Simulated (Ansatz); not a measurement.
Two isomers of C2H5NOSi: A = `N=C=C(O)[SiH3]`, B = `C=C1O[SiH]1N`.

Gas-phase electronic energies from Ansatz, PBE0-D4/def2-TZVP geometries. CCSD(T)/CBS adds triple-zeta CCSD(T) − MP2 to the extrapolated MP2 energy (def2 sets, frozen cores). Functionals use def2-TZVPP. B3LYP here is the variant with VWN-RPA as its local correlation; programs differ in this. Each species was taken in one conformer, which may not be the lowest.

A:

```xyz
10

N    -0.160    1.730   -1.841
C     0.217    0.936   -0.996
C     0.529    0.190    0.043
O     1.834    0.186    0.523
Si   -0.823   -0.727    0.930
H    -0.179    1.385   -2.800
H     2.107   -0.728    0.642
H    -0.422   -2.157    1.064
H    -2.071   -0.625    0.135
H    -1.032   -0.188    2.300
```

B:

```xyz
10

C    -1.057   -0.002   -1.952
C    -0.308   -0.240   -0.893
O    -0.291   -1.389   -0.060
Si    0.794   -0.235    0.495
N     0.527    0.607    1.927
H    -1.777   -0.732   -2.308
H    -0.957    0.934   -2.484
H     2.222   -0.592    0.428
H    -0.360    1.007    2.181
H     1.207    0.641    2.666
```

Q: Which is lower in electronic energy at CCSD(T)/CBS, and by how much? (Estimate.)

A: Ansatz gave: B, by 48.0 kcal/mol.

Q: Give E(B) − E(A) in kcal/mol with B3LYP-D4, B3LYP, HF/def2-TZVPP, r2SCAN-D4, MP2/def2-TZVPP, CCSD(T)/def2-SVP, LDA (SPW92). (An estimate is asked.)

A: Ansatz gave: B3LYP-D4 -43.1, B3LYP -43.0, HF/def2-TZVPP -43.0, r2SCAN-D4 -46.2, MP2/def2-TZVPP -49.3, CCSD(T)/def2-SVP -34.8, LDA (SPW92) -46.2. None reverses the order clearly.

Q: Does the order hold for the free energy at 298.15 K (harmonic terms from PBE0-D4)? (Estimate.)

A: The calculation gave: Yes: G(B) − G(A) = -44.0 kcal/mol, for one conformer each.

Largest T1 diagnostic: 0.014.

From BLYP to BHLYP (50 % exact exchange), in def2-TZVPP and without D4, E(B) − E(A) moves by −5.1 kcal/mol. In def2-TZVPP, CCSD(T) changes the Hartree–Fock value by −2.8 kcal/mol (the triples alone add +0.3 kcal/mol) and MP2 by −6.3 kcal/mol.
